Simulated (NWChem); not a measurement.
System meant: SiH3O2Cl; SMILES [SiH](Cl)(O)O

Input file for NWChem:

```
start job
memory heap 200 mb stack 900 mb global 1100 mb
geometry units angstroms noautoz
  Si    -0.021586     0.466942     0.406412
  O     -1.316883     1.240694    -0.236439
  O      1.362084     1.148431    -0.178892
  Cl     0.021084    -1.539311    -0.117733
  H     -0.168305     0.552160     1.870959
  H     -1.312303     1.396866    -1.186145
  H      2.123847     0.573157    -0.295054
end
basis spherical
  Si library def2-svp
  O library def2-svp
  Cl library def2-svp
  H library def2-svp
end
dft
  xc xpbe96 cpbe96
  iterations 4
  mulliken
end
task dft energy
```

End of the output:

```
    Atom       Charge   Shell Charges
 -----------   ------   -------------------------------------------------------
    1 Si  14    13.64   2.00  1.93  0.64  0.30  5.81  1.23  0.97  0.77
    2 O    8     8.17   1.97  0.88  0.59  2.72  2.00  0.01
    3 O    8     8.19   1.97  0.88  0.59  2.72  2.02  0.01
    4 Cl  17    17.07   2.00  1.96  1.05  0.80  5.82  2.27  3.16  0.02
    5 H    1     1.10   0.65  0.42  0.03
    6 H    1     0.91   0.55  0.17  0.18
    7 H    1     0.91   0.55  0.18  0.18

 center of mass
 --------------
 x =  -0.01457842 y =  -0.07554105 z =  -0.00711368

 moments of inertia (a.u.)
 ------------------
         531.786830160049          -0.000000000000           0.000000000000
          -0.000000000000         268.037944753527          -0.000000000000
           0.000000000000          -0.000000000000         718.186725646186

     Multipole analysis of the density
     ---------------------------------

     L   x y z        total         alpha         beta         nuclear
     -   - - -        -----         -----         ----         -------
     0   0 0 0     -0.000000    -25.000000    -25.000000     50.000000

     1   1 0 0      0.450347      0.225174      0.225174      0.000000
     1   0 1 0      0.028461      0.014230      0.014230      0.000000
     1   0 0 1     -0.434046     -0.217023     -0.217023      0.000000

     2   2 0 0    -25.607496    -75.109963    -75.109963    124.612430
     2   1 1 0     -1.115179      0.364469      0.364469     -1.844116
     2   1 0 1      1.217653      0.126655      0.126655      0.964344
     2   0 2 0    -29.930874   -137.850950   -137.850950    245.771026
     2   0 1 1     -1.221013      0.202616      0.202616     -1.626246
     2   0 0 2    -25.483270    -27.362327    -27.362327     29.241385

 ------------------------------------------------------------------------
 dft energy failed                                                                                  0
 ------------------------------------------------------------------------
 ------------------------------------------------------------------------
  current input line :
    23: task dft energy
 ------------------------------------------------------------------------
 ------------------------------------------------------------------------
 This type of error is most commonly associated with calculations not reaching convergence criteria
 ------------------------------------------------------------------------
 For more information see the NWChem manual at https://nwchemgit.github.io

0:dft energy failed:Received an Error in Communication
```

### Question
What is wrong, and how is it mended?

### Answer
Convergence was not reached. Cause: the SCF was allowed too few iterations. This input runs:
```
start job
memory heap 200 mb stack 900 mb global 1100 mb
geometry units angstroms noautoz
  Si    -0.021586     0.466942     0.406412
  O     -1.316883     1.240694    -0.236439
  O      1.362084     1.148431    -0.178892
  Cl     0.021084    -1.539311    -0.117733
  H     -0.168305     0.552160     1.870959
  H     -1.312303     1.396866    -1.186145
  H      2.123847     0.573157    -0.295054
end
basis spherical
  Si library def2-svp
  O library def2-svp
  Cl library def2-svp
  H library def2-svp
end
dft
  xc xpbe96 cpbe96
  iterations 150
  mulliken
end
task dft energy
```
It converges to -901.22861 Ha (PBE/def2-SVP).
